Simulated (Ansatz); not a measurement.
Ge(H)2(F)(OMe) (CH5FGeO), SMILES C[O][GeH2][F].

Geometry optimised at PBE0-D3(BJ)/def2-SVP. One conformer was computed; it need not be the lowest.

Two levels are set side by side: PBE/def2-SVPD (Ansatz, a first-principles code) and PBE0/def2-SVPD (Ansatz). Energy differences of separate SCF runs at the same geometry; the states with an electron removed or added have multiplicity 2 and 2. Differences are taken from unrounded values.

```csv
quantity,PBE0,PBE,PBE minus PBE0
vertical ionisation energy (eV),10.70,10.40,-0.30
vertical singlet–triplet gap (eV),6.94,6.54,-0.40
```
